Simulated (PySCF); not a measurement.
**[OsS2]- at several levels of theory**

All levels use the PBE0 minimum (doublet; Os–S 2.125 Å (×2); S–Os–S 153.8°), basis [Os def2-SVPD with ECP60, S def2-SVPD], scalar-relativistic core potentials, density fitting, no spin–orbit coupling, PySCF. For vertical energies the ionised species is a triplet (spins chosen at PBE0 and kept). Open shells are unrestricted, also as the reference of the correlated levels. Dipoles are about the centre of mass. A dash marks a value that was not computed or is not defined at that level.

```csv
level,vertical detachment energy (eV),−ε(HOMO) (eV),dipole (D)
PBE0,3.02,1.37,0.68
HF,2.18,3.90,1.15
MP2,3.48,–,–
PBE,2.90,0.09,0.53
```

Spin contamination in at least one species weakens the values at: HF, MP2.

Open d and f shells are described by one determinant, and the ground state may have another occupation or spin. The lowest empty level of this anion is unbound, so it and the gap depend on the basis. With an element this heavy the missing spin–orbit coupling can shift these numbers.
